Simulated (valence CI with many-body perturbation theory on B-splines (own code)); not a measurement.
Results of a calculation; reference values are marked as such.
# Energy levels of Ni XXIV

Level of theory: valence CI with perturbative core correlation (CI+MBPT): three valence electrons over a frozen Dirac-Fock core [He], radial functions for each j: 11 s, 11 p, 10 d, 8 f, 5 g, 2 h, with the one-electron correlation potential Σ1 (screened to all orders), the two-electron term Σ2, the three-electron term Σ3, Breit, model QED; selected single and double excitations, second order for the rest, scaled by the run's own slope (own B-spline code, finite nucleus).

No measured spectrum was set against this ion. As an estimate, levels of excited configurations hold to 0.05 to 0.15 % of their energy, terms of the ground configuration to about 0.5 %.

Levels 91 to 135 of 206, with energies above the lowest level, 2s2 2p 2P°_1/2. "Leading %" is the weight of the configuration and term that name the level; weights of strongly mixed levels are sums over their largest components and can fall short. In the jj column 3d3/2^4 stands for four electrons in 3d with j = 3/2.

| No. | Configuration | Term | J | E (eV) | Leading % | Second component | Leading jj |
| --- | --- | --- | --- | --- | --- | --- | --- |
| 91 | 2p2 3d | 2P | 3/2 | 1387.0 | 44 | 29 % 2p2 3d 4F | 2p1/2 2p3/2 3d3/2 (91 %) |
| 92 | 2p2 3d | 4F | 7/2 | 1387.4 | 73 | 23 % 2p2 3d 4D | 2p1/2 2p3/2 3d5/2 (89 %) |
| 93 | 2p2 3d | 2F | 5/2 | 1387.7 | 46 | 39 % 2p2 3d 4F | 2p1/2 2p3/2 3d3/2 (85 %) |
| 94 | 2p2 3d | 4D | 1/2 | 1388.4 | 82 | 14 % 2p2 3d 2P | 2p1/2 2p3/2 3d3/2 (99 %) |
| 95 | 2p2 3d | 2F | 7/2 | 1392.1 | 43 | 33 % 2p2 3d 4D | 2p1/2 2p3/2 3d3/2 (60 %) |
| 96 | 2p2 3d | 4D | 3/2 | 1393.0 | 47 | 31 % 2p2 3d 2P | 2p1/2 2p3/2 3d5/2 (82 %) |
| 97 | 2p2 3d | 2F | 5/2 | 1393.0 | 42 | 31 % 2p2 3d 4P | 2p1/2 2p3/2 3d5/2 (90 %) |
| 98 | 2p2 3d | 4F | 9/2 | 1393.2 | 75 | 25 % 2p2 3d 2G | 2p1/2 2p3/2 3d5/2 (83 %) |
| 99 | 2p2 3p | 2D° | 5/2 | 1394.6 | 47 | 36 % 2p2 3p 2F° | 2p3/2^2 3p3/2 (81 %) |
| 100 | 2p2 3p | 2F° | 7/2 | 1396.3 | 71 | 26 % 2p2 3p 4D° | 2p3/2^2 3p3/2 (82 %) |
| 101 | 2p2 3p | 2D° | 3/2 | 1396.8 | 53 | 24 % 2p2 3p 2P° | 2p3/2^2 3p1/2 (73 %) |
| 102 | 2p2 3d | 4P | 5/2 | 1399.0 | 38 | 33 % 2p2 3d 4D | 2p1/2 2p3/2 3d5/2 (43 %) |
| 103 | 2p2 3p | 2D° | 5/2 | 1399.0 | 79 | 10 % 2p2 3p 2F° | 2p3/2^2 3p1/2 (70 %) |
| 104 | 2p2 3s | 2S | 1/2 | 1399.3 | 60 | 12 % 2p2 3d 2S | 2p3/2^2 3s (62 %) |
| 105 | 2p2 3p | 2P° | 1/2 | 1400.4 | 90 | 5 % 2p2 3p 2S° | 2p3/2^2 3p3/2 (49 %) |
| 106 | 2p2 3d | 4P | 3/2 | 1400.8 | 67 | 14 % 2p2 3d 2P | 2p1/2 2p3/2 3d3/2 (69 %) |
| 107 | 2p2 3d | 4P | 1/2 | 1402.4 | 68 | 13 % 2p2 3s 2S | 2p1/2 2p3/2 3d3/2 (60 %) |
| 108 | 2p2 3d | 2P | 1/2 | 1403.5 | 74 | 12 % 2p2 3d 4D | 2p1/2 2p3/2 3d5/2 (39 %) |
| 109 | 2p2 3d | 2G | 7/2 | 1403.6 | 38 | 31 % 2p2 3d 2F | 2p1/2 2p3/2 3d5/2 (50 %) |
| 110 | 2p2 3d | 2D | 5/2 | 1406.8 | 67 | 30 % 2p2 3d 2F | 2p1/2 2p3/2 3d5/2 (47 %) |
| 111 | 2p2 3d | 2D | 3/2 | 1407.5 | 84 | 10 % 2p2 3d 2P | 2p1/2 2p3/2 3d5/2 (83 %) |
| 112 | 2p2 3p | 2P° | 3/2 | 1412.2 | 70 | 16 % 2p2 3p 2D° | 2p3/2^2 3p3/2 (90 %) |
| 113 | 2p2 3d | 2F | 7/2 | 1414.0 | 52 | 27 % 2p2 3d 2G | 2p3/2^2 3d5/2 (80 %) |
| 114 | 2p2 3d | 2G | 9/2 | 1416.3 | 75 | 25 % 2p2 3d 4F | 2p3/2^2 3d5/2 (83 %) |
| 115 | 2p2 3d | 2D | 3/2 | 1419.8 | 71 | 9 % 2p2 3d 2P | 2p3/2^2 3d3/2 (79 %) |
| 116 | 2p2 3d | 2D | 5/2 | 1420.1 | 49 | 21 % 2p2 3d 2F | 2p3/2^2 3d3/2 (64 %) |
| 117 | 2p2 3d | 2P | 1/2 | 1422.1 | 86 | 5 % 2p2 3d 4P | 2p3/2^2 3d3/2 (34 %) |
| 118 | 2p2 3d | 2F | 7/2 | 1422.9 | 69 | 22 % 2p2 3d 2G | 2p3/2^2 3d3/2 (80 %) |
| 119 | 2p2 3p | 2P° | 1/2 | 1424.8 | 91 |  | 2p3/2^2 3p1/2 (85 %) |
| 120 | 2p2 3d | 2S | 1/2 | 1428.3 | 75 | 15 % 2p2 3d 4P | 2p3/2^2 3d3/2 (39 %) |
| 121 | 2p2 3p | 2P° | 3/2 | 1428.4 | 85 | 4 % 2p2 3p 2D° | 2p3/2^2 3p3/2 (85 %) |
| 122 | 2p2 3d | 2D | 5/2 | 1429.3 | 58 | 37 % 2p2 3d 2F | 2p3/2^2 3d5/2 (77 %) |
| 123 | 2p2 3d | 2P | 3/2 | 1429.3 | 76 | 9 % 2p2 3d 2D | 2p3/2^2 3d5/2 (80 %) |
| 124 | 2p2 3d | 2D | 5/2 | 1449.2 | 86 | 4 % 2p2 3d 2F | 2p3/2^2 3d5/2 (84 %) |
| 125 | 2p2 3d | 2D | 3/2 | 1450.2 | 92 |  | 2p3/2^2 3d3/2 (86 %) |
| 126 | 2s2 4s | 2S | 1/2 | 1613.9 | 96 |  | 2s^2 4s (96 %) |
| 127 | 2s2 4p | 2P° | 1/2 | 1623.9 | 96 |  | 2s^2 4p1/2 (96 %) |
| 128 | 2s2 4p | 2P° | 3/2 | 1626.3 | 96 |  | 2s^2 4p3/2 (96 %) |
| 129 | 2s2 4d | 2D | 3/2 | 1634.5 | 96 |  | 2s^2 4d3/2 (96 %) |
| 130 | 2s2 4d | 2D | 5/2 | 1635.2 | 96 |  | 2s^2 4d5/2 (96 %) |
| 131 | 2s2 4f | 2F° | 5/2 | 1640.0 | 96 |  | 2s^2 4f5/2 (96 %) |
| 132 | 2s2 4f | 2F° | 7/2 | 1640.3 | 96 |  | 2s^2 4f7/2 (96 %) |
| 133 | 2s 2p 4s | 4P° | 1/2 | 1661.6 | 86 | 13 % 2s 2p 4s 2P° | 2s 2p1/2 4s (98 %) |
| 134 | 2s 2p 4s | 4P° | 3/2 | 1666.2 | 84 | 15 % 2s 2p 4s 2P° | 2s 2p1/2 4s (83 %) |
| 135 | 2s 2p 4s | 2P° | 1/2 | 1668.7 | 87 | 12 % 2s 2p 4s 4P° | 2s 2p1/2 4s (84 %) |

Names give the largest LS component (configuration and term), which can be under half, so a name can repeat, a term be missing and a line seem to break the LS rules; names also repeat where a configuration has a term twice.
